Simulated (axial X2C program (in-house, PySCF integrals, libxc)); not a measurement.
# Low determinants of TaN at the PBE0 level, 2c

All values were computed with an in-house relativistic program for diatomic molecules. Two-component (2c) means X2C with spin–orbit coupling and atomic mean-field two-electron Coulomb and Gaunt terms. Basis: Ta dyall-cv3z [13s14p9d7f4g], N dyall-av3z [7s7p3d2f] (cores contracted in-house); Gaussian nuclei, density fitting, unrestricted open shells. Masses: Ta 180.948 u, N 14.003 u.

Search at 1.674 Å (vertical energies from the lowest determinant):

| ΔE (eV) | state | electrons beyond evenly filled partner blocks | electrons in ±ω = 1/2, 3/2, 5/2, 7/2 |
| --- | --- | --- | --- |
| 0.00 | Ω = 0 | none | 48 22 8 2 |
| 0.04 | Ω = 1 | ω = -1/2, ω = 3/2 | 47 23 8 2 |
| 0.44 | Ω = 3 | ω = 1/2, ω = 5/2 | 47 22 9 2 |
| 0.69 | Ω = 2 | ω = 1/2, ω = 3/2 | 47 23 8 2 |
| 1.12 | Ω = 2 | ω = -1/2, ω = 5/2 | 47 22 9 2 |
| 2.35 | Ω = 0 | none | 46 24 8 2 |
| 2.43 | Ω = 3 | 2 × ω = 3/2 | 48 22 8 2 |

Lowest determinant, Ω = 0 (closed shell): Re = 1.660 Å, ωe = 1160.5 cm⁻¹.

The determinant in row 2 of the search, Ω = 1 (⟨Sz⟩ = -1.00, ⟨Lz⟩ = 2.00 at PBE0), was followed along the bond at PBE0; measured from the minimum of the lowest determinant it gives:

Te = 0.042 eV (335 cm⁻¹), Re = 1.672 Å, ωe = 1093.6 cm⁻¹.

Compare the bond of the determinant in row 2 with that of the lowest one.

At PBE0 its Re is 0.012 Å longer and its force constant, which goes as ωe², is 0.89 times that of the lowest determinant. T0 ≈ Te + Δωe/2 = 335 + (-33) = 302 cm⁻¹.

The search compares states at one distance, so a state with another bond length can lie lower; it is not exhaustive and yields mostly the lowest determinant of each block pattern, so other components and higher states of one pattern are missing. These are energies of single determinants, not of spin-adapted states; PBE0 term energies can be off by some tenths of an eV, and the functional has no current term. Open-shell Ω = 0 determinants with evenly filled partner blocks cannot be reached by this program, so the Ω shown need not be the lowest component. The lowest determinant need not be the ground state where others lie within half an eV.
